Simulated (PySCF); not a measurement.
## Ionisation energy of Yb(49+) by level of theory

Yb(49+) [Ar] 3d3 (4F) → Yb(50+) [Ar] 3d2 (3F), as a difference of total energies. Computed with PySCF 2.14 in an even-tempered Gaussian basis (17 s from 11 bohr⁻², ratio 2.5; 12 p from 14 bohr⁻², ratio 2.5; 7 d from 14 bohr⁻², ratio 2.5; 4 f from 52 bohr⁻², ratio 2.7; 3 g from 78 bohr⁻², ratio 2.7), with scalar relativity by spin-free X2C-1e. Correlated levels: outer shells: [Ne] frozen; virtual orbitals above 40 to 60 times the deepest correlated orbital energy dropped. The calculations carry no spin-orbit coupling.

| method | ionisation energy (eV) |
| --- | --- |
| UHF | 4343.1 |
| LDA | 4341.9 |
| PBE | 4342.1 |
| PBE0 | 4342.8 |
| r2SCAN | 4344.3 |
| BP86 | 4342.4 |
| M06-L | 4346.0 |
| MP2 (outer shells) | 4343.1 |
| SCS-MP2 (outer shells) | 4342.8 |

Spin-orbit coupling is strong in these open shells (close to jj coupling). The scalar numbers leave it out and a first-order estimate fails, so it can dominate the gap to the real levels.

Breit and QED terms and the two-electron picture change are absent.

For comparison: 4364 ± 4 eV (theoretical estimate listed by NIST; NIST Atomic Spectra Database, ionization energies).
